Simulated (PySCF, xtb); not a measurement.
methoxycyclobutane (C5H10O), SMILES O(C)C1CCC1. One conformer was computed; it need not be the lowest.

Harmonic wavenumbers (cm⁻¹) from GFN2-xTB (xtb) at its own minimum, in rising order: 98, 108, 186, 253, 421, 444, 661, 805, 813, 909, 980, 1017, 1032, 1066, 1071, 1111, 1136, 1142, 1181, 1184, 1209, 1235, 1241, 1253, 1261, 1331, 1406, 1460, 1464, 1471, 1489, 1492, 2847, 2891, 2920, 3000, 3010, 3018, 3022, 3025, 3026, 3039.

What does B3LYP-D3(BJ)/def2-SVP (PySCF 2.14.0) give at its own minimum? (An estimate is asked for; the answer gives what the named calculation found.)

106, 140, 203, 265, 444, 456, 623, 760, 788, 896, 934, 953, 971, 1062, 1067, 1141, 1178, 1180, 1193, 1222, 1240, 1256, 1256, 1273, 1305, 1390, 1445, 1457, 1460, 1468, 1484, 1496, 2958, 2967, 3019, 3053, 3060, 3064, 3110, 3120, 3121, 3129. Paired by order, the mean absolute difference is 38 cm⁻¹ and the zero-point energies are 88.2 and 89.7 kcal/mol.
